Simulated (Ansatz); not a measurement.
```yaml
crystal:
  periodic: [false, false, false]
  atoms:
    - {symbol: O, position_ang: [-0.166609, 1.155292, 1.523313]}
    - {symbol: Si, position_ang: [0.498506, 0.217800, 0.388455]}
    - {symbol: F, position_ang: [1.969621, -0.037527, 0.887845]}
    - {symbol: C, position_ang: [-0.296831, -0.865608, -0.782998]}
    - {symbol: O, position_ang: [0.240824, 0.507876, -1.188211]}
    - {symbol: H, position_ang: [-1.013019, 1.557954, 1.320281]}
    - {symbol: H, position_ang: [-1.374944, -0.926292, -0.912968]}
    - {symbol: H, position_ang: [0.234552, -1.666694, -1.291516]}
basis:
  gaussian: {orbitals: aug-cc-pVTZ}
magnetization: {spin_polarized: true, initial_magnetization: 0}
hamiltonian: {xc: {name: r2SCAN}}
output: {forces: true}
```

```sh
$ ansatz run in.yaml --threads 2 --pin off --events-out ev --progress --plain --max-ram 4352MiB
```

Shortened log:

```
Functional definition: r2SCAN
1367 factors; their error is unknown
mean field evaluation 1: about -15764.1428 eV, gradient 6.0e1 eV
mean field evaluation 2: about -15741.6797 eV, gradient 9.7e1 eV
mean field evaluation 4: about -15776.1882 eV, gradient 7.2e0 eV
mean field evaluation 8: about -15776.3695 eV, gradient 2.4e-1 eV
mean field evaluation 16: about -15776.3385 eV, gradient 1.2e-4 eV
mean field -15776.33847404 eV, -579.7697453347 hartree, gradient 2.4e-5 eV, S^2 0.000000; 0 other end points of the search recorded, 0 dependent functions left out
reference -15776.33849701 eV, -579.7697461788 hartree; 24, 24 occupied and 279, 279 virtual orbitals, 1367 factors
Total energy: -15776.33849701 eV, -579.7697461788 hartree
Atom 0 at    -0.166609     1.155292     1.523313 Å, force    -0.067677     0.196626     0.255749 eV/Å
Atom 1 at     0.498506     0.217800     0.388455 Å, force    -0.138415    -0.169927     0.131295 eV/Å
Atom 2 at     1.969621    -0.037527     0.887845 Å, force     0.368232    -0.043097     0.124484 eV/Å
Atom 3 at    -0.296831    -0.865608    -0.782998 Å, force    -0.190313    -0.443751     0.036764 eV/Å
Atom 4 at     0.240824     0.507876    -1.188211 Å, force     0.071381     0.408836    -0.513609 eV/Å
Atom 5 at    -1.013019     1.557954     1.320281 Å, force    -0.052481     0.021404    -0.006716 eV/Å
Atom 6 at    -1.374944    -0.926292    -0.912968 Å, force     0.018077     0.011278    -0.016265 eV/Å
Atom 7 at     0.234552    -1.666694    -1.291516 Å, force    -0.008804     0.018631    -0.011702 eV/Å
Dipole moment:    -0.465778    -0.080279     0.104409 e Å
```

Hardware: 2 threads of an Arm Neoverse V1 on a shared host. Wall time 21 s, peak host memory 0.6 GiB.
